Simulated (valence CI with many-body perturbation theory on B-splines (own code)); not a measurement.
## W II: calculation against measured levels

Computed by relativistic CI+MBPT: five valence electrons over a frozen Dirac-Fock core [Xe] 4f14, radial functions for each j: 9 s, 9 p, 9 d, 7 f, 4 g, 2 h, with the one-electron correlation potential Σ1 (screened to all orders), the two-electron term Σ2, the three-electron term Σ3, Breit, model QED; selected single and double excitations, second order for the rest, scaled by the run's own slope (own B-spline code, finite nucleus).

Set against measurement, 7 paired levels are off by 274 cm⁻¹ on average, the worst by 1079. These come from a selection out of the NIST Handbook of Basic Atomic Spectroscopic Data. Levels without a partner in it may be off by more, other configurations by 1,000 to 4,000 cm⁻¹. Among the levels kept, up to 960 cm⁻¹ of a level comes from second order outside the variational space, and about a tenth of that is noise between levels of different J, which matters for small intervals. Only levels of the ground parity were solved; by the run's estimate the other parity begins above the list, which can be wrong where configurations are misplaced. 1 measured level below the end of the list, from 8711 cm⁻¹ on, found no clear computed partner, and computed levels of the same name lie up to 12293 cm⁻¹ from them.

Measured levels: NIST Handbook of Basic Atomic Spectroscopic Data (Sansonetti and Martin, J. Phys. Chem. Ref. Data 34, 1559 (2005)). Pairs share parity and J, and are chosen by configuration, term and nearness in energy; levels without a clear partner are left out. Energies in cm⁻¹ above the measured ground level.

Names give the largest LS component (configuration and term), which can be under half, so a name can repeat, a term be missing and a line seem to break the LS rules; names also repeat where a configuration has a term twice.

| Computed label | Label in the source | Measured | Computed | Difference |
| --- | --- | --- | --- | --- |
| 5d4.6s 6D_1/2 | 5d4(5D) 6s 6D | 0 | 0.0 | 0 |
| 5d4.6s 6D_3/2 | 5d4(5D) 6s 6D | 1518.8 | 1446.1 | -73 |
| 5d4.6s 6D_5/2 | 5d4(5D) 6s 6D | 3172.5 | 3055.1 | -117 |
| 5d4.6s 6D_7/2 | 5d4(5D) 6s 6D | 4716.3 | 4600.8 | -115 |
| 5d4.6s 6D_9/2 | 5d4(5D) 6s 6D | 6147.1 | 6065.0 | -82 |
| 5d5 6S_5/2 | 5d5 6S | 7420.3 | 6341.5 | -1079 |
| 5d3.6s2 4F_5/2 | 5d4(a 3F) 6s 4F | 11301.0 | 11526.9 | +226 |
| 5d3.6s2 4F_7/2 | 5d4(a 3F) 6s 4F | 13411.9 | 13636.1 | +224 |

Over 7 excited levels the mean absolute difference is 274 cm⁻¹, the median 117 and the largest 1079. The comparison draws on a selection of the measured levels: 8 of the 42 computed ones have a partner in it, and others may be off by more.

These 1 measured levels below the end of the computed list are not counted above. Beside each stands the unpaired computed level of its name, or else the nearest of its J and parity; the gap is either an error of the method or a doubtful assignment.

| Label in the source | J | Measured | Unpaired level | Computed |
| --- | --- | --- | --- | --- |
| 5d4(a 3F) 6s 4F | 3/2 | 8711 | 5d4.6s 4F_3/2 | 21004 |
